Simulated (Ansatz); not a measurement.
System: CH$_{3}$F$_{3}$OSi, net charge 0, singlet state. 
Coordinates optimised at B3LYP-D3(BJ)/def2-TZVP (Ansatz, a first-principles code):
SMILES: F[Si](F)(OC)F
```xyz
9

Si     0.3974     0.0167    -0.0324
F      0.7139    -1.2546     0.8502
F      0.6104     1.2762     0.8971
F      1.4373     0.0810    -1.2091
O     -1.0735    -0.0319    -0.6578
C     -2.3172    -0.0949     0.0416
H     -3.1087    -0.1210    -0.7042
H     -2.3700    -0.9969     0.6537
H     -2.4480     0.7846     0.6743
```

Computed values are from Ansatz. Cores are frozen in the correlated levels unless marked. UHF or UKS for open shells. Spin-orbit coupling is left out. Non-relativistic. CBS(X,Y): correlation extrapolated as X^-3; Hartree-Fock from the larger set. [CCSD(T)-MP2]/basis is that difference in the basis named.

Question: What is the total energy at RI-MP2/CBS(cc-pV(T+d)Z,cc-pV(Q+d)Z)+[CCSD(T)-MP2]/cc-pV(T+d)Z?

Answer: -703.7324 Eh.

Question: What is the dipole moment at CCSD(T)/aug-cc-pV(D+d)Z?

Answer: 2.57 D.

Question: What is the atomisation energy De at RI-MP2/CBS(cc-pV(T+d)Z,cc-pV(Q+d)Z)+[CCSD(T)-MP2]/cc-pV(T+d)Z?

Answer: 939.6 kcal/mol.

Question: What is the T1 diagnostic at CCSD/cc-pV(T+d)Z?

Answer: 0.011.
